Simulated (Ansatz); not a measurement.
`O[BH][GaH][GeH3]` + HBr → `[GeH3][Br]` + `O[BH][GaH2]` at 400 K and 1 bar (cleavage of the Ge–Ga bond).

Computed with Ansatz on PBE0-D4/def2-TZVP structures; ΔE is electronic, products minus reactants. CBS: MP2 limit from def2 TZ/QZ plus the TZ coupled-cluster correction, frozen cores. For Br, Ga, Ge outer-core shells are correlated without core-valence functions, which leaves a few kJ/mol of doubt a bond. Scalar relativity is left out up to krypton. Each species was taken in one conformer, which may not be the lowest.

| species | CCSD(T)/CBS energy (Eh) | H − E (kJ/mol) | S (J/(mol·K)) |
| --- | --- | --- | --- |
| `O[BH][GaH][GeH3]` | -4103.64889 | 186.7 | 428.7 |
| HBr | -2573.91920 | 27.6 | 207.2 |
| `[GeH3][Br]` | -4651.26096 | 81.9 | 293.4 |
| `O[BH][GaH2]` | -2026.31965 | 130.6 | 328.4 |

H − E and S are ideal-gas, rigid-rotor, harmonic terms from PBE0-D4/def2-TZVP, for one conformer and one mirror image of each species. 1 Eh = 2625.50 kJ/mol, R = 8.31446 J/(mol·K).

Question: By hand: ΔE, ΔH, ΔS and ΔG.

Answer: ΔE = (-4651.26096) + (-2026.31965) − (-4103.64889) − (-2573.91920) = -0.01252 Eh = -32.9 kJ/mol. Δ(H − E) = 81.9 + 130.6 − 186.7 − 27.6 = -1.8, so ΔH = -34.7 kJ/mol. ΔS = 293.4 + 328.4 − 428.7 − 207.2 = -14.1 J/(mol·K). ΔG = -34.7 − 400 × (-14.1)/1000 = -29.1 kJ/mol.

Question: By hand: the equilibrium constant, and the temperature at which ΔG would vanish if ΔH and ΔS stayed fixed.

Answer: log₁₀ K = −ΔG/(RT ln 10) = 3.8. ΔG = 0 at ΔH/ΔS = 2461 K, though so small a ΔS makes that figure unsure.

The number of gas molecules stays the same, so ΔS is small and ΔH decides. A doubt of 5 kJ/mol in ΔE shifts log₁₀ K by 0.7 here. Other conformers and mirror images would add mixing entropy, several J/(mol·K) or more a flexible species. Modes under 60 cm⁻¹, often nearly free rotors, make the harmonic entropy too high. These are equilibria of isolated gas molecules and say nothing of rates. Largest T1 diagnostic: 0.014 (customary marks: 0.02 for closed shells, 0.045 for open ones).
